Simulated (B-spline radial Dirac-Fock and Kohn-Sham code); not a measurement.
**How the levels of potassium move as electrons are removed**

Method: relaxed Dirac-Fock hole states (ΔSCF) with Breit and QED corrections and a finite nucleus. Computed with a radial atomic solver. Each ion is free and in its tabulated ground configuration. Correlation energy is missing from these numbers.

Reference: K¹⁰⁺, [He] 2s2 2p5, with 1s 3918.3 eV. Shifts from it, in eV (a dash: the subshell is empty, belongs to an open shell averaged over j, or its hole state is left out as unreliable):

| ion | configuration | 1s |
| --- | --- | --- |
| K¹¹⁺ | [He] 2s2 2p4 | ? |
| K¹²⁺ | [He] 2s2 2p3 | +185.8 |
| K¹³⁺ | [He] 2s2 2p2 | +285.2 |
| K¹⁴⁺ | [He] 2s2 2p1 | +388.9 |
| K¹⁵⁺ | [He] 2s2 | +496.9 |
| K¹⁶⁺ | [He] 2s1 | – |
| K¹⁷⁺ | 1s2 | +691.2 |
| K¹⁸⁺ | 1s1 | +1015.9 |

Question: Give the missing shifts for K¹¹⁺.

Answer: 1s +90.7 (eV).
